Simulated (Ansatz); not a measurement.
`B[BH][GeH3]` + NH₃ → `BBN` + GeH₄  (cleavage of the B–Ge bond)

Program: Ansatz. Geometries: PBE0-D4/def2-TZVP. ΔE: electronic, gas phase. CBS: MP2 limit from def2 TZ/QZ plus the TZ coupled-cluster correction, frozen cores. This one scheme is used for every species. DFT in def2-TZVPP. For Ge outer-core shells are correlated without core-valence functions, which leaves a few kJ/mol of doubt a bond. Scalar relativity is left out up to krypton. Each species was taken in one conformer, which may not be the lowest.

CCSD(T)/CBS gives -27.6 kcal/mol.

(1) Another level gave -27.6 kcal/mol. Which?
A. RPA@PBE/def2-TZVPP
B. r2SCANh/def2-TZVPP
C. LC-ωPBE/def2-TZVPP
D. HF/def2-TZVPP

Largest T1 diagnostic among the species: 0.013.

## Answers

(1) B. r2SCANh -27.6, LC-ωPBE -29.9, RPA@PBE/def2-TZVPP -29.0, HF/def2-TZVPP -32.0 kcal/mol.

From r2SCAN to r2SCAN0 (25 % exact exchange), in def2-TZVPP and without D4, ΔE moves by −1.0 kcal/mol. Leaving LDA and LC-ωPBE aside and taking each functional with its dispersion term where it has one, the values, not all of them listed here, spread over 4.7 kcal/mol, from CAM-B3LYP-D4 to revPBE-D4. LDA lies −2.0 kcal/mol from PBE without D4. The D4 term adds +0.7 kcal/mol with B3LYP and +0.4 kcal/mol with PBE0; it sums over pairs of atoms, weighted by their polarisabilities, and B3LYP, whose exchange is more repulsive, gets the larger term.

B3LYP here is the variant with VWN-RPA as its local correlation; programs differ in this.
